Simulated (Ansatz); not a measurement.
Species: sum formula ZrH$_{3}$F, net charge 0, singlet state. 
Coordinates optimised at B3LYP-D3(BJ)/def2-TZVP (Ansatz, a quantum-chemistry and plane-wave program):
```
Zr
F 1 1.8883
H 1 1.8511 2 108.67
H 1 1.8511 3 110.26 2 -119.00
H 1 1.8511 3 110.26 4 -122.00
```

Basis-set convergence of Hartree-Fock and CCSD(T) correlation energies (hartree) with Ansatz. Cores are frozen in the correlated levels unless marked. Spin-orbit coupling is left out. The frozen core is the preceding noble-gas configuration, with the filled d and f shells of earlier blocks. Past Kr the def2 sets carry scalar-relativistic core potentials.

| basis | functions | E(HF) | E(corr, CCSD(T)) |
|---|---|---|---|
| def2-SVP | 60 | -147.65163 | -0.32507 |
| def2-TZVPP | 129 | -147.79556 | -0.41528 |
| def2-QZVPP | 228 | -147.80544 | -0.44405 |

Extrapolating the two largest sets (X = 3 and 4) as X^-3: E(corr) = (64·(-0.44405) - 27·(-0.41528))/37 = -0.4650 Eh, an estimate of the basis-set limit. The largest set recovers 95.5 % of it, the smallest 69.9 %.
